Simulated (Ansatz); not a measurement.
Molecule: Ag2, charge 0, multiplicity 1. SMILES: [Ag][Ag]
Geometry: optimised at B3LYP-D3(BJ)/def2-TZVP (Ansatz, a program for electronic structure).

Property: atomisation energy (electronic, to ground-state atoms), in kcal/mol. Cores are frozen in the correlated levels unless marked. Open shells are spin-unrestricted. No spin-orbit coupling. The frozen core is the preceding noble-gas configuration, with the filled d and f shells of earlier blocks. In def2 rows, elements after Kr have scalar-relativistic effective core potentials. The coupled-cluster limit lacks core correlation, which all-electron functionals hold. CBS(X,Y): correlation extrapolated as X^-3; Hartree-Fock from the larger set.

```json
[
 {"level": "BLYP/def2-TZVPD", "program": "Ansatz", "atomisation energy (kcal/mol)": "38.5"},
 {"level": "B3LYP-D4/def2-TZVPD", "program": "Ansatz + dftd4", "atomisation energy (kcal/mol)": "37.0"},
 {"level": "wB97X/def2-TZVPD", "program": "Ansatz", "atomisation energy (kcal/mol)": "40.6"},
 {"level": "B2GP-PLYP-D4/def2-TZVPD", "program": "Ansatz + dftd4", "atomisation energy (kcal/mol)": "34.5"}
]
```

Problem. What does CCSD(T)/CBS(def2-TZVPPD,def2-QZVPPD) (Ansatz) give?

Solution. 37.4 kcal/mol
